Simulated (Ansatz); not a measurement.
Species: CHNO, charge 1, doublet. CHNO+ (parent SMILES N=C=O, doublet).
B3LYP-D3(BJ)/def2-TZVP minimum from Ansatz (a program for electronic structure):
```
C
O 1 1.1373
N 1 1.2605 2 171.27
H 3 1.0321 1 124.06 2 180.00
```
Charge +1, spin multiplicity 2.

Hartree-Fock and MP2 correlation energies in hartree (Ansatz). UHF or UKS for unpaired electrons; spin-orbit terms are left out. Cores are frozen in correlated methods. No relativity. The UHF reference of CHNO+ (parent SMILES N=C=O, doublet) is spin-contaminated (<S^2> up to 0.13 over the pure value in the sets run). The spin of CHNO+ (parent SMILES N=C=O, doublet) was assumed, and the state is the lowest solution found for it.

```
basis    X       E(HF)  E(corr, MP2)
-------  -  ----------  ------------
cc-pVTZ  3  -167.45518      -0.51198
cc-pVQZ  4  -167.46714      -0.54870
cc-pV5Z  5  -167.46976      withheld
```

Q: Fit E(corr) = E∞ + A/X³ to X = 3 and 4, predict X = 5, and compare with the run.

A: A = (-0.51198 - (-0.54870))/(1/27 - 1/64) = 1.7149; E∞ = -0.54870 - A/64 = -0.57550; at X = 5, E∞ + A/125 = -0.56178. The run gave -0.56345, 1.67 mEh below the prediction. The same form on X = 4 and 5 gives E∞ = -0.57893, 3.43 mEh below the first estimate.
